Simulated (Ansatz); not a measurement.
Reaction (ligand exchange at the Si–C bond): `CC1([SiH3])BC1` + `OC(F)[SiH3]` → `FC([SiH3])O[SiH3]` + `CC1BC1`

Program: Ansatz. Geometries: PBE0-D4/def2-TZVP. ΔE: electronic, gas phase. CCSD(T)/CBS adds triple-zeta CCSD(T) − MP2 to the extrapolated MP2 energy (def2 sets, frozen cores). DFT in def2-TZVPP. One conformer a species, not always the lowest.

Question: Is it downhill or uphill in electronic energy at CCSD(T)/CBS, and by how much? (An estimate is asked.)

Answer: The calculation gave: Downhill: ΔE = -66.4 kJ/mol.

Question: What do these levels give: PBE0-D4, PBE, HF/def2-TZVPP, HF/def2-QZVPP, MP2/def2-QZVPP, SCS-MP2/def2-QZVPP? (An estimate is asked.)

Answer: Computed: PBE0-D4 -59.2, PBE -58.2, HF/def2-TZVPP -92.0, HF/def2-QZVPP -93.2, MP2/def2-QZVPP -65.4, SCS-MP2/def2-QZVPP -71.5 kJ/mol.

Largest T1 diagnostic among the species: 0.012.

The D4 term adds +5.1 kJ/mol with B3LYP and +2.7 kJ/mol with PBE0; it sums over pairs of atoms, weighted by their polarisabilities, and B3LYP, whose exchange is more repulsive, gets the larger term. From PBE to PBE0 (25 % exact exchange), in def2-TZVPP and without D4, ΔE moves by −3.7 kJ/mol.

B3LYP here is the variant with VWN-RPA as its local correlation; programs differ in this.
